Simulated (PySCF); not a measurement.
Job file and geometry (Å, from PBE0-D3(BJ)/def2-SVP) of an NMR shielding run on SMILES [Cl][Sn][Cl], Cl₂Sn, GIAO wB97X-D/pcSseg-1 Sn:def2-TZVP NMR shielding, core potentials past Kr, else non-relativistic, gas phase (PySCF 2.14.0, density-fitted response routines); density fitting, a coarse starting grid and PySCF grid level 2 are the driver's defaults:

```
{"job": {"kind": "nmr", "xc": "wB97X-D", "basis": {"default": "pcSseg-1", "Sn": "def2-TZVP"}, "pop": false}, "charge": 0, "multiplicity": 1}
Sn     0.004270    -0.007104    -1.047666
Cl     1.791440    -0.014708     0.530953
Cl    -1.795710     0.021811     0.516713
```

Question: What does the program print?

Answer: 
```
coarse grid: 20664 points
cycle   1  E = -1134.0532445258  dE = -3.615e+01  |g| = 2.126e+00  |ddm| = 3.020e+01
cycle   2  E = -1134.2943798284  dE = -2.411e-01  |g| = 2.017e+00  |ddm| = 5.861e+00
cycle   3  E = -1134.8480805768  dE = -5.537e-01  |g| = 8.418e-02  |ddm| = 2.102e+00
cycle   4  E = -1134.8494104459  dE = -1.330e-03  |g| = 3.215e-02  |ddm| = 1.802e-01
cycle   5  E = -1134.8495686038  dE = -1.582e-04  |g| = 5.796e-03  |ddm| = 3.882e-02
cycle   6  E = -1134.8495943416  dE = -2.574e-05  |g| = 2.933e-03  |ddm| = 1.602e-02
cycle   7  E = -1134.8495987364  dE = -4.395e-06  |g| = 6.750e-04  |ddm| = 6.255e-03
final grid: 37536 points
cycle   8  E = -1134.8466652315  dE = -1.057e-05  |g| = 1.899e-03  |ddm| = 1.699e-02
cycle   9  E = -1134.8466655019  dE = -2.703e-07  |g| = 1.477e-03  |ddm| = 3.357e-03
cycle  10  E = -1134.8466658433  dE = -3.414e-07  |g| = 1.158e-04  |ddm| = 1.768e-03
cycle  11  E = -1134.8466658557  dE = -1.246e-08  |g| = 6.560e-05  |ddm| = 2.381e-04
cycle  12  E = -1134.8466658595  dE = -3.786e-09  |g| = 1.362e-05  |ddm| = 1.840e-04
cycle  13  E = -1134.8466658598  dE = -2.899e-10  |g| = 3.497e-06  |ddm| = 5.888e-05
converged SCF energy = -1134.8466658598

GIAO shielding tensors (ppm)
atom      isotropic    diamagn.    paramagn.     s11        s22        s33       span
  0 Sn         nan         nan         nan        nan        nan        nan        nan
  1 Cl     500.777    1148.245    -647.468    -96.205    712.168    886.370    982.575
  2 Cl     500.726    1148.244    -647.518    -96.364    712.080    886.462    982.825
```

Question: Turn these shieldings into chemical shifts. References, each an isolated molecule treated in the same way: HCl for 35Cl (939.37 ppm).

Answer: Averaging equivalent atoms: Cl 1/2: 439 ppm. No reference was computed at this level for Sn. 

Sn is described by an effective core potential, so it has no shielding of its own here; spin–orbit effects on the atoms bonded to it, which can be large, are absent, and the values of these neighbours are rough.

Size and cost of the density-fitted run: 98 basis functions, 4 s wall time on 1 thread of an x86-64 server CPU, shared host.
